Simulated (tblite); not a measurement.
C5H11O2 (doublet state).
Z-matrix (Å and degrees, GFN2-xTB geometry), rows numbered from 1:
```
C 
C   1  1.5214
C   2  1.5531  1  109.74
O   3  1.3194  2  112.92  1   -69.19
C   3  1.5951  2  105.62  1   171.11
O   5  1.3811  3  109.06  2  -177.88
C   6  1.3958  5  113.30  3   -69.92
H   1  1.0878  2  110.70  3   -62.50
H   1  1.0869  2  109.91  3    57.40
H   1  1.0881  2  110.05  3   177.43
H   2  1.0905  1  109.93  3  -118.77
H   2  1.0910  1  110.51  3   120.59
H   3  1.1112  2  109.32  1    57.56
H   5  1.0898  3  109.27  2   -60.39
H   5  1.0970  3  107.39  2    60.45
H   7  1.0870  6  108.14  5   168.86
H   7  1.1228  6  106.72  5    49.16
H   7  1.0956  6  111.95  5   -68.10
```

Level: GFN2-xTB in tblite, geometry and Hessian alike; calculated harmonic values, unscaled, isolated species. Errors from tens to a few hundred cm⁻¹ against measured bands are possible. One conformer, not necessarily the lowest. Open shells enter through the occupations alone, without spin polarisation, and single modes of such species can be off by tens of per cent.

Harmonic wavenumbers (cm⁻¹): 78.2, 93.0, 172.6, 228.4, 261.2, 325.5, 339.2, 360.6, 440.7, 479.5, 543.6, 813.5, 820.2, 894.6, 958.9, 991.9, 1040.2, 1045.7, 1076.0, 1095.4, 1116.6, 1153.1, 1201.4, 1226.5, 1239.2, 1255.4, 1270.3, 1311.5, 1341.7, 1359.6, 1402.7, 1408.0, 1425.4, 1440.2, 1461.9, 1484.6, 1497.6, 2564.8, 2737.3, 2904.6, 2922.9, 2976.1, 2995.0, 2997.0, 3025.6, 3035.0, 3037.8, 3051.4.

A = 6513, B = 1434, C = 1265 MHz; mass 103.076 u (most abundant isotopes); point group C1, symmetry number 1; spin multiplicity 2.

Task: Zero-point energy?

Result: ½Σν̃ = 33451 cm⁻¹ = 95.64 kcal/mol.

Task: What is S at 400 K and 1 bar for an ideal gas of classical rigid rotors and harmonic oscillators?

Result: Translation 41.29, rotation 28.58, vibration 29.09, spin (R ln 2) 1.38: S = 100.3 cal/(mol K).

Task: And Cp and H(400 K) − H(0)?

Result: Cp = 41.39 cal/(mol K), of which vibrations give 33.44 (their classical limit is 48 R = 95.4); H(400 K) − H(0) = 9.58 kcal/mol without the zero-point energy, 6.40 from vibrations.

Task: Blend soft modes into free rotors: weight 1/[1 + (100 cm⁻¹/ν̃)⁴] for the oscillator and the rest for a rotor with moment μB/(μ + B), μ = h/(8π²ν), B = 10⁻⁴⁴ kg m². What vibrational entropy results?

Result: 27.70 cal/(mol K) in place of 29.09, which changes −T·S at 400 K by +0.56 kcal/mol.

Task: How do the functions run with temperature in this model?

Result: 
| T (K) | S (cal/(mol K)) | Cp (cal/(mol K)) | H − H(0) (kcal/mol) | G − H(0) (kcal/mol) | ln q(vib) |
| --- | --- | --- | --- | --- | --- |
| 50 | 56.1 | 11.0 | 0.45 | -2.36 | 0.19 |
| 100 | 65.1 | 15.6 | 1.11 | -5.40 | 0.87 |
| 298.15 | 89.6 | 32.1 | 5.84 | -20.88 | 4.56 |
| 373.15 | 97.5 | 39.0 | 8.50 | -27.90 | 6.04 |
| 500 | 110.5 | 49.7 | 14.15 | -41.10 | 8.62 |
| 750 | 133.8 | 65.3 | 28.66 | -71.70 | 13.74 |
| 1000 | 154.1 | 75.7 | 46.37 | -107.75 | 18.70 |

q(vib) and H(0) count from the zero-point level.

Hindered rotation and anharmonicity are outside this model. Other conformers, if any are populated, would add a mixing term that is left out. The structure is chiral; the term R ln 2 for an equal mix with its mirror image is left out.

Hardware: an INTEL XEON PLATINUM 8581C at 2.30 GHz with one thread (shared host). Cost: 0.43 s. This covers the Hessian and the dipole derivatives.
